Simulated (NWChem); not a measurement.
## Lowest excitation of methylammonium (CH₆N (+1))

```
N
H 1 1.0292
H 1 1.0292 2 106.84
H 1 1.0292 2 106.84 3 114.07
C 1 1.4918 2 111.99 3 -122.96
H 5 1.0964 1 108.79 2 -60.00
H 5 1.0964 6 110.14 1 119.16
H 5 1.0964 6 110.14 7 121.69
```
Charge +1, spin multiplicity 1.

All runs are NWChem calculations. The geometry was optimised at PBE0/def2-SVP, a minimum by its harmonic frequencies.

Basis set: aug-cc-pVDZ.

| method | lowest vertical singlet excitation energy (eV) | relative cost | difference from EOM-CCSD |
|---|---|---|---|
| CIS | 12.02 | under 3 | +0.92 |
| TD-PBE | 9.32 | 1 | -1.79 |
| TD-B3LYP | 9.93 | under 3 | -1.18 |
| TD-BHandHLYP | 10.82 | under 3 | -0.29 |
| EOM-CCSD | 11.11 | 6 | 0.00 |

The values span 2.71 eV, from TD-PBE (lowest) to CIS (highest). Relative cost: rough, from shared machines, SCF included, TD-PBE = 1.

The correlated methods keep 2 core orbitals frozen. B3LYP has NWChem's definition, with VWN1-RPA local correlation. No row is a measurement; the coupled-cluster row has its own basis-set and correlation limits.
